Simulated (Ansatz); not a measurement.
Reaction (ligand exchange at a B–O bond): `BOB[SiH3]` + `O[SiH2][GeH2][F]` → `BO[SiH2][GeH2][F]` + `OB[SiH3]`

Program: Ansatz. Geometries: PBE0-D4/def2-TZVP. ΔE: electronic, gas phase. CCSD(T)/CBS is the MP2 limit (def2-TZVPP, def2-QZVPP) plus CCSD(T) − MP2 in def2-TZVPP, frozen cores. Functionals use def2-TZVPP. For Ge outer-core shells are correlated without core-valence functions, which leaves a few kJ/mol of doubt a bond. Scalar relativity is left out up to krypton. One conformer a species, not always the lowest.

| level | ΔE (kJ/mol) | difference from CCSD(T)/CBS |
| --- | --- | --- |
| PBE0-D4 | -29.8 | -2.9 |
| ωB97M-V | -27.8 | -0.9 |
| B2PLYP | -29.3 | -2.4 |
| PBE | -31.6 | -4.7 |
| PBE0 | -29.3 | -2.4 |
| MP2/def2-QZVPP | -27.3 | -0.4 |
| SCS-MP2/def2-QZVPP | -27.6 | -0.7 |
| HF/CBS(def2) | -25.8 | 1.1 |
| MP2/CBS(def2) | -25.7 | 1.2 |
| CCSD/CBS(def2) | -26.3 | 0.6 |
| CCSD(T)/CBS | -26.9 | 0 |

Largest T1 diagnostic among the species: 0.014.

In def2-TZVPP, CCSD(T) changes the Hartree–Fock value by −4.7 kJ/mol (the triples alone add −0.6 kJ/mol) and MP2 by −3.6 kJ/mol.
